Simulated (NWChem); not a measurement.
# C₅H₅ cation

```xyz
10

C     -0.9433    -0.1534     0.3769
C     -0.4110    -1.2681    -0.0871
C      0.9313    -0.6772    -0.0648
C      0.8709     0.7013    -0.0733
C     -0.5453     1.1983    -0.0264
H     -0.7504    -2.2891    -0.2689
H      1.8287    -1.2600     0.1709
H      1.7053     1.3413     0.2336
H     -1.0109     1.4541    -0.9940
H     -0.6739     2.0207     0.6931
```
Atoms are numbered in this order, from 1.

Results from NWChem. The geometry was optimised at PBE0/def2-SVP. Level: PBE0/def2-SVP with SMD (1 M gas to 1 M solution), gas-phase geometry. Reactions with the solvent are ignored.

| solvent | dielectric constant | solvation free energy (kcal/mol) | cavity-dispersion-structure term (kcal/mol) |
|---|---|---|---|
| water | 78.4 | -60.2 | 2.3 |
| 2-propanol | 19.3 | -61.1 | -1.1 |
| ethylene glycol | 40.2 | -60.0 | 1.7 |
| chloroform | 4.71 | ? | ? |
| ethanol | 24.9 | -61.8 | -1.0 |

**Question.** What belongs in the gaps?

**Answer.** 
- chloroform, solvation free energy (kcal/mol): -52.9
- chloroform, cavity-dispersion-structure term (kcal/mol): -3.1
